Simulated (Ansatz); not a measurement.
The same path of CH$_{6}$AlFGeOS (12 atoms, charge 0, multiplicity 1) was run twice with different band settings. The coordinate that changes most is the dihedral Al2–C4–Ge6–H10.

Theory: Ansatz 0.2.0, RKS PBE/def2-SVP.

Relaxed end points:

```xyz
12
Properties=species:S:1:pos:R:3
O 1.376 1.408 1.624
Al -0.162 0.925 1.039
S -2.010 0.930 2.224
C -0.281 0.278 -0.832
F -1.646 0.001 -1.119
Ge 0.759 -1.384 -1.182
H 1.558 1.729 2.521
H -2.664 0.473 1.113
H 0.077 1.045 -1.559
H 0.462 -1.899 -2.615
H 2.273 -1.086 -1.019
H 0.335 -2.473 -0.160
```

```xyz
12
Properties=species:S:1:pos:R:3
O 1.474 2.079 0.107
Al 0.075 1.242 0.641
S -0.890 1.535 2.591
C -0.711 -0.116 -0.572
F -1.892 -0.623 0.039
Ge 0.486 -1.661 -0.947
H 1.952 2.753 0.614
H -1.816 0.601 2.218
H -0.993 0.325 -1.556
H 1.725 -1.170 -1.742
H 0.949 -2.284 0.398
H -0.283 -2.737 -1.758
```

Common settings: spring 5.0 eV/Å²; optimiser quadratic models (default); start path IDPP; force threshold 0.05 eV/Å; iteration limit 60; end points relaxed.

| run | movable images | climbing image |
| --- | --- | --- |
| 1 | 7 | yes |
| 2 | 1 | no |

(1) What does each run give, and how far can it be trusted?

## Answers

(1) Run 1: converged after 4 iterations, highest image 0.069 eV above the first end. A vibrational analysis at the climbing image gives one clearly imaginary mode, 123i cm⁻¹: a first-order saddle point.
Run 2: converged after 4 iterations, highest image 0.069 eV above the first end. No image climbed, so the highest image needn't sit at the top of the path. So few images can step over the top or miss a turn of the path.
